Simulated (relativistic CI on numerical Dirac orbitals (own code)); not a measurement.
# Ir⁶⁺: 5d valence photoemission

Computed with this model: Dirac-Coulomb-Breit CI, separate exchange-only KLI orbitals for each configuration, model QED, valence Slater integrals scaled by 0.9, multiplet model of photoemission in the sudden approximation; configurations [Xe] 4f14 5d3 → [Xe] 4f14 5d2; 80 K; Lorentzian 0.42 eV and Gaussian 0.5 eV FWHM. Energies are those of the free ion, without screening or charge transfer. The energies are binding energies and can lie tens of eV above those of solids. S is read from ⟨S²⟩ = S(S + 1).

Field parameters in Wybourne normalisation: D4h B²₀ = −7Ds, B⁴₀ = 21(Dq − Dt), B⁴₄ = 21√(5/14) Dq. The field is a parameter set, without covalency.

Computed curve for D4h, 10Dq = 32000, Ds = -1500, Dt = 800 cm⁻¹, scaled to 100 at the maximum (points under 2 are left out and the grid is thinned):

(Energy (eV), Intensity): (87.1, 2.1), (87.2, 2.3), (87.3, 2.5), (87.4, 2.8), (87.6, 3.6), (87.7, 4.1), (87.8, 4.7), (87.9, 5.5), (88.0, 6.5), (88.1, 8.0), (88.3, 12.8), (88.4, 17.0), (88.5, 23.2), (88.6, 32.2), (88.7, 44.4), (88.8, 59.3), (88.9, 75.2), (89.1, 98.3), (89.2, 100.0), (89.3, 94.0), (89.4, 82.0), (89.5, 67.3), (89.6, 53.3), (89.8, 35.2), (89.9, 31.9), (90.0, 31.2), (90.1, 31.8), (90.2, 32.7), (90.3, 33.4), (90.4, 34.4), (90.6, 38.5), (90.7, 40.8), (90.8, 41.4), (90.9, 39.4), (91.0, 34.9), (91.1, 28.9), (91.2, 22.9), (91.4, 13.6), (91.5, 10.6), (91.6, 8.4), (91.7, 6.7), (91.8, 5.5), (91.9, 4.7), (92.1, 3.7), (92.2, 3.3), (92.3, 3.1), (92.4, 2.9), (92.5, 2.7), (92.6, 2.5), (92.7, 2.3), (92.9, 2.0), (93.3, 2.1), (93.4, 2.3), (93.5, 2.5), (93.6, 2.7), (93.7, 2.8), (93.9, 2.7), (94.0, 2.6), (94.1, 2.4), (94.2, 2.2)

The ground state has S = 1.38, and the centroid lies at 89.78 eV.
